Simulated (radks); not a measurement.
Pd+, 45 electrons, occupied as [Kr] 4d9.

Method: scalar-relativistic Kohn-Sham, exchange-only PBE, spin-polarised, spherical densities, point nucleus; open shells are filled with parallel spins first (spin-orbit coupling, left out, can overturn this in heavy ions); computed with a radial shooting solver on a logarithmic mesh with Libxc functionals.

Energy parts (hartree):
total: -5043.19233
kinetic: 5233.34749
electron-nucleus: -12172.47459
Hartree: 2037.08477
exchange: -141.15000

Orbitals (lengths in bohr, moments of r in powers of bohr; r(max) is where P^2 peaks):
| orbital | occ. | eigenvalue (hartree) | r(max) | <r^2> | <r> |
|---|---|---|---|---|---|
| 1s down | 1 | -888.5287 | 0.02066 | 0.001371 | 0.03185 |
| 1s up | 1 | -888.5287 | 0.02066 | 0.001371 | 0.03185 |
| 2s up | 1 | -130.0553 | 0.1168 | 0.02256 | 0.1383 |
| 2s down | 1 | -130.0492 | 0.1168 | 0.02256 | 0.1383 |
| 2p up | 3 | -116.6431 | 0.09339 | 0.01777 | 0.1206 |
| 2p down | 3 | -116.6385 | 0.09339 | 0.01777 | 0.1206 |
| 3s up | 1 | -23.75257 | 0.3418 | 0.1647 | 0.3794 |
| 3s down | 1 | -23.74940 | 0.3418 | 0.1647 | 0.3794 |
| 3p up | 3 | -19.34562 | 0.3350 | 0.1667 | 0.3788 |
| 3p down | 3 | -19.34199 | 0.3350 | 0.1667 | 0.3788 |
| 3d up | 5 | -12.34628 | 0.2823 | 0.1527 | 0.3577 |
| 3d down | 5 | -12.34062 | 0.2823 | 0.1527 | 0.3577 |
| 4s up | 1 | -3.52918 | 0.8512 | 1.013 | 0.9453 |
| 4s down | 1 | -3.50139 | 0.8506 | 1.012 | 0.9446 |
| 4p up | 3 | -2.27171 | 0.9096 | 1.242 | 1.040 |
| 4p down | 3 | -2.24271 | 0.9088 | 1.241 | 1.040 |
| 4d up | 5 | -0.51439 | 1.088 | 2.658 | 1.470 |
| 4d down | 4 | -0.48685 | 1.088 | 2.721 | 1.483 |

The highest occupied level is 4d down at -13.248 eV. The density falls to 0.001 e/bohr^3 at r = 3.72 bohr. For comparison, the ionisation energy in NIST's Atomic Spectra Database is 19.4 eV (semi-empirical). In exact Kohn-Sham theory the highest level is minus the ionisation energy, but local and semilocal functionals leave it too shallow, through self-interaction and a potential that decays too fast; potentials with the right tail come closer. Summed over all electrons, <r^2> = 36.66 bohr^2, which gives a Langevin (diamagnetic) susceptibility term of -29 x 10^-6 cm^3/mol.
